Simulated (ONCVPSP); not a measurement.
## Pseudopotential generation for cobalt (Co): ONCV, PBE, scalar-relativistic.

| Item | Value |
| --- | --- |
| Element | cobalt (Co) |
| Generator | ONCVPSP 4.0.1 |
| Type | optimised norm-conserving Vanderbilt (ONCV) |
| Functional | PBE |
| Relativity | scalar-relativistic |
| Frozen core | [Ar] |
| Valence charge | 9 |
| Reference configuration | 3d7.5 4s1.5 |
| Partial waves | 4s: rc 2.00 bohr, ncon 5, nbas 8, qcut 4.1 1/bohr, 2 projectors, debl 3.2 Ha; p scattering state at 0.41 Ha: rc 2.10 bohr, ncon 3, nbas 7, qcut 3.9 1/bohr, 3 projectors, debl 3.1 Ha; 3d: rc 1.35 bohr, ncon 3, nbas 8, qcut 11.9 1/bohr, 1 projector |
| Local potential | polynomial inside 1.00 bohr (lpopt 5, dvloc0 1 Ha) |
| Core correction | Teter function, fcfact 2.75, rcfact 1.35 |

Problem. Estimate the cutoffs (Ha) at which the residual kinetic energy of the hardest occupied pseudo-wave falls to 1 and 0.1 mHa per electron.

Solution. 53 Ha and 60 Ha.

Problem. Does the potential have ghost states?

Solution. Ghosts flagged at negative energy: s at -62.9 eV; GHOST(+) flagged for p at 201.8 eV. A true bound ghost makes a file unfit for plane-wave use.

Problem. Which valence shell sets the plane-wave cutoff?

Solution. 3d: 53 Ha for 1 mHa per electron, against 5 Ha for 4s.

Problem. Tests: 3d7 4s2; 3d7 4s1; 3d7 4s0; 3d7 4s1.5. Which has the largest error in its energy relative to the reference configuration, and how large is it?

Solution. 3d7 4s0, with +36 meV (all-electron minus pseudo) on +26.78 eV.
